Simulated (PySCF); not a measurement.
A structure optimised at TPSSh-D3(BJ)/def2-SVP, used in a PySCF frequency run:

```xyz
7

B      0.4794    -0.6130     0.0000
Cl    -1.0439    -1.5474     0.0000
N      0.4410     0.8037     0.0000
C      0.0127     1.9280     0.0000
O     -0.3476     3.0426     0.0000
O      1.6725    -1.2444     0.0000
H      1.5880    -2.2094     0.0000
```
Charge 0, spin multiplicity 1.

Q: Write its SMILES, formula and point group.

A: O=C=NB(O)Cl, CHBClNO2, Cs

Q: What are its rotational constants (standard atomic weights)?

A: 5.4418, 1.5764, 1.2223 GHz
